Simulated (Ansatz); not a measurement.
BrGeH$_{3}$, SMILES `[GeH3][Br]`. Total charge 0; spin multiplicity 1.

Z-matrix (Å, degrees):
```
Ge
Br 1 2.309
H 1 1.532 2 107.2
H 1 1.532 2 107.2 3 -120.0
H 1 1.532 2 107.2 3 120.0
```

List the harmonic frequencies (cm⁻¹, unscaled) at PBE0-D4/def2-TZVP in Ansatz. (Estimate.)

Ansatz gave: 309, 572, 572, 833, 870, 870, 2177, 2189, 2189.

Is this a minimum?

Yes, all 9 modes are real.

Give the ideal-gas thermochemistry at 298.15 K and 1 bar (rigid rotor, harmonic oscillator; point group C3v, symmetry number 3).

Zero-point energy 63.3 kJ/mol; H(298) − E = 75.7 kJ/mol; entropy 275.6 J/(mol·K), of which translation 171.8, rotation 91.8, vibration 12.0; G(298) − E = -6.5 kJ/mol.

And at 400, 500, 600, 800 and 1000 K?


```csv
T (K),H − E (kJ/mol),S (J/mol/K),G − E (kJ/mol)
400,81.9,293.4,-35.5
500,88.8,308.7,-65.6
600,96.2,322.2,-97.1
800,112.4,345.5,-164.0
1000,130.0,365.2,-235.1
```

Rotational constants (cm⁻¹)?

2.604, 0.07866, 0.07866.
